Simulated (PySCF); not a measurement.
**O⁺ (oxygen, charge +1) across methods**

[He] 2s1 2p3 3d1, high-spin 6D determinant (an excited configuration). All numbers are calculated (PySCF 2.14, scalar relativity by spin-free X2C-1e, in x2c-QZVPPall with one added diffuse shell each of s, p, d, f type (8s5p4d3f1g, 73 functions)). The B2PLYP total includes its PT2 part (frozen core); its orbital energies are those of the SCF part.

| method | E (hartree) | mean ε 2s α (eV) | mean ε 2p α (eV) | mean ε 3d α (eV) | Σ⟨r²⟩ (bohr²) | ⟨S²⟩ |
| --- | --- | --- | --- | --- | --- | --- |
| LDA | -72.6932 | -51.274 | -36.580 | -2.547 | 15.77 | 8.750 |
| wB97M-V | -73.2343 | -57.708 | -41.646 | -4.536 | 15.65 | 8.750 |
| revPBE | -73.2523 | -51.814 | -36.577 | -2.833 | 15.90 | 8.750 |
| r2SCAN0 | -73.2540 | -57.368 | -40.282 | -3.153 | 15.79 | 8.750 |
| UHF | -73.12075 | -67.787 | -47.720 | -4.523 | 15.75 | 8.750 |
| B2PLYP | -73.2062 | -59.994 | -42.321 | -3.613 | 15.81 | 8.750 |
| PBE0 | -73.1996 | -55.878 | -39.509 | -3.274 | 15.83 | 8.750 |
| PBE | -73.1871 | -51.755 | -36.604 | -2.767 | 15.86 | 8.750 |

Question: Estimate the same row for r2SCAN.

Answer: E (hartree) = -73.2597; mean ε 2s α (eV) = -53.911; mean ε 2p α (eV) = -37.700; mean ε 3d α (eV) = -2.649; Σ⟨r²⟩ (bohr²) = 15.85; ⟨S²⟩ = 8.750.

The outer electron is Rydberg-like, and this basis confines it to a smaller radius and binds it less than a complete one would.
